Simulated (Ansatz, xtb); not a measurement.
# CH2Ge: where a starting geometry ends

The starting geometry of this gas-phase singlet was built from a drawn formula by distance geometry and a force field; its bonds are those of `[C]=[GeH2]`.

```yaml
atoms:
  - { symbol: C, position_ang: [-1.8731, 0.7115, 1.2524] }
  - { symbol: Ge, position_ang: [-1.1930, 0.7919, -0.2634] }
  - { symbol: H, position_ang: [0.1271, 0.2819, -0.4172] }
  - { symbol: H, position_ang: [-2.1310, 0.5715, -1.2211] }
```

Problem. Predict what it relaxes into with r2SCAN-D4/def2-SVP.

Solution. It keeps its bonds, and is `[C]=[GeH2]`. Distances that change by over a tenth: C1–Ge2 (1.66 → 1.83 Å), Ge2–H4 (1.36 → 1.53 Å).

The energy falls by 1.04 eV over 6 steps:

| step | E − E(last) (eV) |
| --- | --- |
| 1 | 1.036 |
| 2 | 0.128 |
| 3 | 0.033 |
| 4 | 0.002 |
| 5 | 0.000 |
| 6 | 0.000 |

Final geometry (Å):

```xyz
4

C    -1.9066    0.7990    1.4915
Ge   -1.2502    0.5836   -0.2061
H     0.2334    0.3409   -0.4899
H    -2.1465    0.6334   -1.4450
```

From the same start GFN2-xTB ends elsewhere, differing in C1–H4 (1.08 against 2.95 Å here), Ge2–H4 (2.61 against 1.53 Å here).

The end wasn't checked by frequencies. Run with Ansatz 0.2.0, 14 s on 1 thread of Arm Neoverse N1, with other jobs on the host.
